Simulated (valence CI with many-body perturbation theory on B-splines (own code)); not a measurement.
# Lu LVIII: input, log and results

Computed by valence CI with perturbative core correlation (CI+MBPT): four valence electrons over a frozen Dirac-Fock core [Ne], a basis of 6 s, 6 p, 5 d, 3 f, 1 g functions for each j, with the one-electron correlation potential Σ1 (screened to all orders), the two-electron term Σ2, the three-electron term Σ3, Breit, model QED; selected single and double excitations, second order for the rest, scaled by the run's own slope (own B-spline code, finite nucleus).

Command, and the settings that its task file holds:

```sh
python run_cv.py task.json out
```

```
atom Lu  Z=71  mass_number=175  rms_radius_fm=5.3700
core [Ne]
valence 3s2 3p2
avg = 1
basis = S
breit = 1
cap = 10000
capref = 1200
cscale = 1
de = 0.0
dress = 0
eps = 2e-08
extrap = 1
h = 0.27
hh = 1
l2 = 3
lcore = 3
maxit = 60
n2 = 5
natural = 1
nlev = 21
nno = [3, 3, 3, 2, 1]
nroot = 26
nsp = [3, 3, 2, 1, 0]
pt2 = 1
qed = 1
rpa = 1
s1 = 1
s2 = 1
s3 = 1
screen = 1
tol = 2e-05
whole = 1
```

It took 11 s on 1 thread of Arm Neoverse V1, with other jobs on the host.

Log. The first blocks belong to the next ion, which gives the ionisation energy. Fields: 2J, parity (1 odd), roots, reference size, generating configurations, candidates as configurations/state functions, variational space P, stored matrix elements, Davidson steps; e2 is the range of second-order energies in hartree. The first line gives the box (bohr), its intervals, the orbitals and the steps of their self-consistent field. Window is the range of levels sought, series limit the energy at which the first omitted orbital would enter, core excitation an estimate of the first excitation out of the core, left out the lowest levels not solved, and shifts from estimates the range by which levels moved from their first estimate, all in cm⁻¹.

```
rmax 1.5 intervals 54 orbitals 36 references ['3s2 3p2', '3s2 3p 3d', '3s 3p3', '3s 3p2 3d', '3s2 3d2'] scf 3 t 0.7
2J=1 par=1 roots 2 ref 37 generators 5 cand 1120/1674 P 654/966 nnz 0 it 0
2J=1 par=1 roots 2 ref 37 generators 7 cand 496/745 P 787/1159 nnz 0 it 0
   second order: generators 10 cand 583/888 e2 -0.00000 -0.00000
reference levels 484, estimated 77, window 6551904 1/cm; series limit 32224125, core excitation 61487315
2J=0 par=0 roots 3 ref 24 generators 8 cand 1182/1792 P 1832/2881 nnz 7.6e+05 it 3
2J=0 par=0 roots 3 ref 24 generators 12 cand 1348/2225 P 2090/3306 nnz 9.5e+05 it 4
   second order: generators 16 cand 1336/2411 e2 -0.00001 -0.00000
2J=2 par=0 roots 3 ref 41 generators 5 cand 2285/9046 P 1123/3554 nnz 1.5e+06 it 4
2J=2 par=0 roots 3 ref 41 generators 9 cand 2514/10426 P 1973/6837 nnz 5e+06 it 5
   second order: generators 16 cand 2651/11623 e2 -0.00002 -0.00001
2J=4 par=0 roots 5 ref 62 generators 11 cand 3073/15545 P 1186/3585 nnz 1.4e+06 it 4
2J=4 par=0 roots 5 ref 62 generators 19 cand 2957/16928 P 2491/9999 nnz 9.1e+06 it 5
   second order: generators 27 cand 2874/18700 e2 -0.00005 -0.00002
2J=4 par=1 roots 7 ref 65 generators 17 cand 3266/17836 P 1108/3587 nnz 1.5e+06 it 4
2J=4 par=1 roots 7 ref 65 generators 19 cand 2985/16813 P 2438/9988 nnz 9.1e+06 it 6
   second order: generators 28 cand 3071/19503 e2 -0.00005 -0.00001
2J=2 par=1 roots 6 ref 53 generators 16 cand 3002/12554 P 1276/3568 nnz 1.4e+06 it 5
2J=2 par=1 roots 6 ref 53 generators 18 cand 2680/11536 P 2673/9070 nnz 7e+06 it 6
   second order: generators 25 cand 2731/13783 e2 -0.00002 -0.00001
2J=6 par=1 roots 4 ref 57 generators 11 cand 2906/17447 P 1111/3570 nnz 1.4e+06 it 4
2J=6 par=1 roots 4 ref 57 generators 16 cand 2871/17260 P 2367/9997 nnz 9.3e+06 it 6
   second order: generators 24 cand 2607/19700 e2 -0.00003 -0.00002
2J=6 par=0 roots 2 ref 44 generators 6 cand 2754/15787 P 933/3550 nnz 1.6e+06 it 4
2J=6 par=0 roots 2 ref 44 generators 9 cand 2752/15614 P 2089/9668 nnz 9.3e+06 it 5
   second order: generators 13 cand 1857/11062 e2 -0.00003 -0.00002
2J=0 par=1 roots 3 ref 20 generators 7 cand 1953/3396 P 1752/2751 nnz 7.1e+05 it 4
2J=0 par=1 roots 3 ref 20 generators 12 cand 1606/2819 P 2211/3572 nnz 1.1e+06 it 5
   second order: generators 16 cand 1817/3264 e2 -0.00001 -0.00000
2J=8 par=1 roots 1 ref 38 generators 3 cand 1984/10570 P 830/3210 nnz 1.8e+06 it 4
2J=8 par=1 roots 1 ref 38 generators 7 cand 2537/13626 P 1186/4720 nnz 2.9e+06 it 5
   second order: generators 11 cand 2898/16877 e2 -0.00003 -0.00003
left out: unestimated 9519848, estimated 7491099, shifts from estimates -0 to 53
operators 0.5
```

The Davidson iterations converged.

No measured spectrum was set against this ion. As an estimate, large intervals hold to a few tenths of a per cent, small ones and those within an open d or f shell to about a per cent.

| Property | Result |
| --- | --- |
| Valence energy | -911.1858 hartree |
| Ionisation energy | 5939.2 eV (NIST: 5937 ± 6 eV (theoretical)) |
| Reference configurations for the orbitals | 3s2 3p2, 3s2 3p 3d, 3s 3p3, 3s 3p2 3d, 3s2 3d2 |
| Radial orbitals | 36 |
| Box radius | 1.453 bohr |
| Largest variational space | 9999 |
| Lowest levels | (3s^2 3p1/2^2) J=0 0.00, (3s^2 3p1/2 3p3/2) J=1 284.03, (3s^2 3p1/2 3p3/2) J=2 292.96, (3s 3p1/2^2 3p3/2) J=2 441.65, (3s 3p1/2^2 3p3/2) J=1 468.31, (3s^2 3p1/2 3d3/2) J=2 492.84, (3s^2 3p1/2 3d3/2) J=1 533.78, (3s^2 3p1/2 3d5/2) J=2 577.94, (3s^2 3p1/2 3d5/2) J=3 578.90, (3s^2 3p3/2^2) J=2 583.68, (3s^2 3p3/2^2) J=0 603.10, (3s 3p1/2^2 3d3/2) J=1 654.34, (3s 3p1/2^2 3d3/2) J=2 661.21, (3s 3p1/2 3p3/2^2) J=2 [a] 718.45 eV |

Levels are named by their leading jj configuration (3d3/2^4 stands for four electrons in 3d with j = 3/2), which in mixed levels can hold well under half, so a name can repeat and another be missing. Letters in brackets count levels of one name in rising energy.
